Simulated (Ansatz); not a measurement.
A structure relaxed at PBE0-D4/def2-TZVP in Ansatz, charge 0, singlet:

```xyz
3

Ge    0.792    0.792   -0.637
S    -1.088   -0.362   -0.500
S     0.296   -0.431    1.136
```

Q: Give its formula and point group.

A: GeS₂. Point group C2v (tolerance 0.1 Å).

Q: Summarise the bond lengths by kind (pairs closer than 1.2 times the sum of covalent radii, bridged metal pairs left out).

A: 2 × Ge–S 2.21 Å; 1 × S–S 2.14 Å.

Another isomer (singlet) lies 0.08 eV lower at PBE0-D4/def2-TZVP; other spin states weren't run for this one.
